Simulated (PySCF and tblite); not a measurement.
C₆H₈Cl₂, numbered as in [Cl:1][C:2]1=[CH:3][CH2:4][CH2:5][C@@H:6]([Cl:7])[CH2:8]1. Geometries GFN2-xTB; weights from OLYP-D3(BJ)/pcSseg-1 (IEF-PCM, benzene) energies and GFN2-xTB thermal corrections, with symmetry numbers and mirror pairs. Conformers within 3 kcal/mol (GFN2-xTB free energy) were kept, 4 at most. GIAO shieldings: OLYP/pcSseg-1 (IEF-PCM, benzene). Shifts are against TMS (¹H), TMS (¹³C) at the same level; of two unlike H on one atom, a is the less shielded. Codes: tblite and PySCF.

The 6-ring runs over atoms 2–3–4–5–6–8.

Two conformers hold nearly all the population. I: 6-ring half-chair (ring torsions -15, 47, -65, 48, -17, 0°); δ(H4a) = 2.50 ppm. II: 6-ring half-chair (ring torsions 16, -46, 61, -44, 15, 0°); δ(H4a) = 3.07 ppm. The average over the ensemble at 298.15 K is 2.82 ppm.

Problem. What populations and free-energy difference follow from a two-state model?

Solution. p(I) = (2.82 − 3.07)/(2.50 − 3.07) = 0.44, so K = p(II)/p(I) = 1.28 and G(II) − G(I) = −RT ln K = -0.15 kcal/mol. The weights computed directly are 44.4 % and 55.6 %.
